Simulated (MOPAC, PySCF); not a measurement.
C$_{10}$H$_{7}$BS, SMILES `Bc1cc(C#C)cc2ccsc12`, neutral singlet in the gas phase. 

Cartesian coordinates (Å):
SMILES: Bc1cc(C#C)cc2ccsc12
```xyz
19

B      2.4869    -1.6471     0.0645
C      1.1659    -0.8605     0.0460
C     -0.0494    -1.5170     0.2758
C     -1.2908    -0.8448     0.2707
C     -2.5013    -1.5650     0.5121
C     -3.5271    -2.1791     0.7179
C     -1.3230     0.5319     0.0271
C     -0.1357     1.2376    -0.2092
C      0.0457     2.6374    -0.4766
C      1.3543     2.9587    -0.6551
S      2.4217     1.6013    -0.5104
C      1.0929     0.5323    -0.1964
H      2.4729    -2.8365     0.2769
H      3.5420    -1.0897    -0.1317
H     -0.0388    -2.5921     0.4671
H     -4.4351    -2.7236     0.8998
H     -2.2814     1.0555     0.0221
H     -0.7707     3.3582    -0.5306
H      1.7710     3.9425    -0.8698
```
Charge 0, spin multiplicity 1.

All levels are single points at this geometry (PBE0-D3(BJ)/def2-SVP); Pople sets use spherical d functions. Orbital energies aren't observables, and empty levels follow the basis.

HF/6-31G* in PySCF gives dipole (D) = 1.89.

### Question
Estimate the dipole (D) from each of these levels: PBE-D3(BJ)/def2-TZVP in PySCF; PBE0-D3(BJ)/def2-TZVP in PySCF; ωB97X-D3(BJ)/def2-TZVP in PySCF; B3LYP/3-21G in PySCF; B3LYP/6-311+G** in PySCF; B3LYP/6-31G* in PySCF; M06-2X/6-31G* in PySCF; PM6 in MOPAC.

### Answer

```json
[
 {"level": "PBE-D3(BJ)/def2-TZVP in PySCF", "dipole (D)": "2.13"},
 {"level": "PBE0-D3(BJ)/def2-TZVP in PySCF", "dipole (D)": "1.99"},
 {"level": "ωB97X-D3(BJ)/def2-TZVP in PySCF", "dipole (D)": "1.85"},
 {"level": "B3LYP/3-21G in PySCF", "dipole (D)": "2.21"},
 {"level": "B3LYP/6-311+G** in PySCF", "dipole (D)": "1.95"},
 {"level": "B3LYP/6-31G* in PySCF", "dipole (D)": "2.08"},
 {"level": "M06-2X/6-31G* in PySCF", "dipole (D)": "1.85"},
 {"level": "PM6 in MOPAC", "dipole (D)": "1.01"}
]
```
